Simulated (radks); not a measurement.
Neutral copper inside a hard spherical wall (all orbitals vanish at R), configuration held at [Ar] 3d10 4s1 and not refilled when levels cross. Method: non-relativistic Kohn-Sham, PBEsol, spin-polarised, spherical densities, point nucleus; open shells are filled with parallel spins first; computed with a radial shooting solver on a logarithmic mesh with Libxc functionals. Eigenvalues in eV for spin up, with the zero of energy where the potential of the charges vanishes at infinity; a dash marks a level that is unbound or too diffuse for the functional's potential to be trusted. A positive occupied level is held by the wall or, in an anion where self-interaction has pushed it up, behind a barrier. The pressure on the wall is -dE/dV.

R (bohr)  E (hartree)  kinetic (hartree)    e(3s)    e(3p)   e(3d)   e(4s)  e(4p, empty)  e(5s, empty)  pressure (GPa)
free      -1638.97135           1637.638  -110.55  -70.862  -5.231  -4.852        -0.920             -               0
20        -1638.97135           1637.638  -110.55  -70.862  -5.231  -4.852        -0.920             -        < 0.0001
8         -1638.96955           1637.652  -110.42  -70.737  -5.111  -4.736        -0.397         4.010          0.0743
7         -1638.96579           1637.675  -110.24  -70.560  -4.942  -4.554         0.063         6.402           0.301
6         -1638.95395           1637.738  -109.83  -70.144  -4.548  -4.089         1.005        10.714            1.30
5         -1638.91500           1637.916  -108.83  -69.156  -3.616  -2.858         3.085        19.179            6.37
4         -1638.77282           1638.479  -106.32  -66.672  -1.258   0.709         8.263        38.000            38.5
3.5       -1638.57679           1639.193  -103.73  -64.127   1.207   4.886        13.812        56.563             108
3         -1638.13802           1640.706  -99.258  -59.754   5.582  13.128        24.130        88.771             341
2.5       -1637.04226           1644.352  -91.170  -51.821  13.958  31.104        45.327        149.72            1300
